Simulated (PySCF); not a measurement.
Molecule: `CCCS(C)(=O)=O`, C4H10O2S.

Geometry (Å), atoms numbered from 1 in this order:
```xyz
17

C    -1.9736    0.4033    0.3282
C    -1.1621   -0.6032   -0.4722
C     0.2483   -0.1486   -0.8187
S     1.2339    0.0593    0.6770
C     2.9214    0.0633    0.0933
O     1.0526   -1.1430    1.4896
O     0.9668    1.3823    1.2410
H    -2.9918    0.0255    0.5019
H    -1.5116    0.6043    1.3049
H    -2.0542    1.3661   -0.2004
H    -1.6707   -0.8356   -1.4227
H    -1.0835   -1.5524    0.0818
H     0.7689   -0.9011   -1.4307
H     0.2715    0.8229   -1.3361
H     3.0657    0.8929   -0.6105
H     3.1589   -0.9076   -0.3588
H     3.5274    0.2229    0.9954
```

Geometry PBE0-D3(BJ)/def2-SVP throughout; GIAO in PySCF 2.14, gas phase, one conformer, non-relativistic; equivalent atoms averaged; functional PBE0.

**Question.** How do the shifts δ (against TMS, CS2, H2O at the same level) depend on the basis set? (a selection of nuclei; ppm; last column core-seconds on shared hosts with different chips, so compare them loosely)

**Answer.** 
```tsv
basis set	functions	C3	C2	C1	S4	O6/O7	H15/H16/H17	H13/H14	H11/H12	H8/H9/H10	core-s
STO-3G	49	38.3	23.5	18.5	-65.9	126.6	1.71	1.61	1.16	0.74	5.6
pcSseg-0	87	66.1	16.8	14.6	279.0	227.2	3.04	2.73	1.99	1.25	8.1
6-31G	87	58.6	16.8	13.5	235.0	172.5	2.38	2.55	1.98	1.39	11
6-31G*	122	53.4	17.0	13.6	290.4	180.4	2.16	2.34	1.90	1.27	16
cc-pVDZ	152	57.9	19.3	14.5	273.7	205.9	2.37	2.40	1.83	1.15	18
def2-SVP	152	57.1	16.3	12.9	292.0	206.6	2.46	2.39	1.75	1.05	16
pcSseg-1	176	59.7	18.2	14.7	298.8	222.4	2.59	2.48	1.88	1.25	34
aug-cc-pVDZ	255	58.6	19.2	13.6	277.8	194.5	2.62	2.81	2.04	1.24	38
6-311+G(2d,p)	257	59.3	18.6	13.8	332.5	217.6	2.59	2.81	1.97	1.20	42
def2-TZVP	283	59.4	19.2	14.5	351.1	223.7	2.51	2.75	1.99	1.20	43
```

**Question.** Which nucleus among those listed moves most, in ppm?

**Answer.** S4 (sulfone sulfur): from -65.9 ppm with STO-3G to 351.1 ppm with def2-TZVP. The smallest spread is 0.65 ppm, at H8/H9/H10. Proton shifts span only some 12 ppm, so a few tenths of a ppm matter as much there as several ppm in carbon.

**Question.** Taking the largest basis, def2-TZVP (283 functions), as the yardstick, rank the others by their worst heavy-atom deviation.

**Answer.** 6-311+G(2d,p) 18.7 ppm (257 functions), pcSseg-1 52.4 ppm (176 functions), def2-SVP 59.1 ppm (152 functions), 6-31G* 60.7 ppm (122 functions), pcSseg-0 72.2 ppm (87 functions), aug-cc-pVDZ 73.4 ppm (255 functions), cc-pVDZ 77.5 ppm (152 functions), 6-31G 116.1 ppm (87 functions), STO-3G 417.0 ppm (49 functions).

A small basis that lands close on one nucleus may do so by chance; judge by the trend and by all nuclei.
